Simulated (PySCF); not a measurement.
Isomers of C4H15NOSi3, mass 177.046 u with the commonest isotopes. Method: PBE0/pcSseg-1 in PySCF (dipole) on a GFN2-xTB geometry, gas phase. One conformer each, none proved a minimum here; rigid rotors.

Problem. Order these by radius of gyration √(Σ m r²/M), smallest first.
A. `[NH2:1][SiH2:2][SiH2:3][O:4][C@H:5]1[CH2:6][CH2:7][SiH2:8][CH2:9]1` with H–N1–Si2–Si3 -173° and 50°, N1–Si2–Si3–O4 -173°, Si2–Si3–O4–C5 -175°, Si3–O4–C5–C6 -178°, O4–C5–C6–C7 175°, C5–C6–C7–Si8 -37°, C6–C7–Si8–C9 13°, C7–Si8–C9–C5 14°
B. `[SiH3:1][O:2][Si@@H:3]([SiH3:4])[N:5]1[CH2:6][CH2:7][CH2:8][CH2:9]1` with Si1–O2–Si3–Si4 -74°, O2–Si3–N5–C6 -164°, Si3–N5–C6–C7 -178°, N5–C6–C7–C8 -16°, C6–C7–C8–C9 34°, C7–C8–C9–N5 -40°
C. `[SiH3:1][SiH2:2][O:3][SiH2:4][N:5]1[CH2:6][CH2:7][CH2:8][CH2:9]1` with Si1–Si2–O3–Si4 19°, Si2–O3–Si4–N5 -60°, O3–Si4–N5–C6 -35°, Si4–N5–C6–C7 158°, N5–C6–C7–C8 40°, C6–C7–C8–C9 -29°, C7–C8–C9–N5 8°
D. `[CH3:1][O:2][C@@H:3]1[SiH2:4][CH2:5][SiH2:6][CH2:7][Si@@H:8]1[NH2:9]` with C1–O2–C3–Si4 -81°, C7–Si8–N9–H -84° and 52°, O2–C3–Si4–C5 -60°, C3–Si4–C5–Si6 -57°, Si4–C5–Si6–C7 55°, C5–Si6–C7–Si8 -53°

Solution. D (2.282 Å), C (2.443 Å), B (2.477 Å), A (2.957 Å).

Problem. Order these by dipole moment, smallest first.
A. `[SiH3:1][O:2][Si@@H:3]([SiH3:4])[N:5]1[CH2:6][CH2:7][CH2:8][CH2:9]1` with Si1–O2–Si3–Si4 -74°, O2–Si3–N5–C6 -164°, Si3–N5–C6–C7 -178°, N5–C6–C7–C8 -16°, C6–C7–C8–C9 34°, C7–C8–C9–N5 -40°
B. `[SiH3:1][SiH2:2][O:3][SiH2:4][N:5]1[CH2:6][CH2:7][CH2:8][CH2:9]1` with Si1–Si2–O3–Si4 19°, Si2–O3–Si4–N5 -60°, O3–Si4–N5–C6 -35°, Si4–N5–C6–C7 158°, N5–C6–C7–C8 40°, C6–C7–C8–C9 -29°, C7–C8–C9–N5 8°
C. `[NH2:1][SiH2:2][SiH2:3][O:4][C@H:5]1[CH2:6][CH2:7][SiH2:8][CH2:9]1` with H–N1–Si2–Si3 -173° and 50°, N1–Si2–Si3–O4 -173°, Si2–Si3–O4–C5 -175°, Si3–O4–C5–C6 -178°, O4–C5–C6–C7 175°, C5–C6–C7–Si8 -37°, C6–C7–Si8–C9 13°, C7–Si8–C9–C5 14°

Solution. C (0.77 D), B (1.48 D), A (1.80 D).

Problem. Order these by rotational constant B, smallest first.
A. `[CH3:1][O:2][C@@H:3]1[SiH2:4][CH2:5][SiH2:6][CH2:7][Si@@H:8]1[NH2:9]` with C1–O2–C3–Si4 -81°, C7–Si8–N9–H -84° and 52°, O2–C3–Si4–C5 -60°, C3–Si4–C5–Si6 -57°, Si4–C5–Si6–C7 55°, C5–Si6–C7–Si8 -53°
B. `[SiH3:1][O:2][Si@@H:3]([SiH3:4])[N:5]1[CH2:6][CH2:7][CH2:8][CH2:9]1` with Si1–O2–Si3–Si4 -74°, O2–Si3–N5–C6 -164°, Si3–N5–C6–C7 -178°, N5–C6–C7–C8 -16°, C6–C7–C8–C9 34°, C7–C8–C9–N5 -40°
C. `[SiH3:1][SiH2:2][O:3][SiH2:4][N:5]1[CH2:6][CH2:7][CH2:8][CH2:9]1` with Si1–Si2–O3–Si4 19°, Si2–O3–Si4–N5 -60°, O3–Si4–N5–C6 -35°, Si4–N5–C6–C7 158°, N5–C6–C7–C8 40°, C6–C7–C8–C9 -29°, C7–C8–C9–N5 8°
D. `[NH2:1][SiH2:2][SiH2:3][O:4][C@H:5]1[CH2:6][CH2:7][SiH2:8][CH2:9]1` with H–N1–Si2–Si3 -173° and 50°, N1–Si2–Si3–O4 -173°, Si2–Si3–O4–C5 -175°, Si3–O4–C5–C6 -178°, O4–C5–C6–C7 175°, C5–C6–C7–Si8 -37°, C6–C7–Si8–C9 13°, C7–Si8–C9–C5 14°

Solution. D (356.0 MHz), C (662.4 MHz), B (725.0 MHz), A (906.4 MHz).

```
                          SMILES  point group  Ia (u·Å²)  Ib (u·Å²)  Ic (u·Å²)      κ  μa (D)  μb (D)  μc (D)
      [SiH3][SiH2]O[SiH2]N1CCCC1           C1     361.48     763.00     988.36  -0.66    1.17    0.91    0.01
CO[C@@H]1[SiH2]C[SiH2]C[Si@@H]1N           C1     454.97     557.57     830.78   0.19    1.10    0.18    1.14
  N[SiH2][SiH2]O[C@H]1CC[SiH2]C1           C1     157.72    1419.67    1518.77  -0.98    0.12    0.53    0.55
   [SiH3]O[Si@@H]([SiH3])N1CCCC1           C1     445.08     697.11    1030.18  -0.27    1.51    0.86    0.47
```
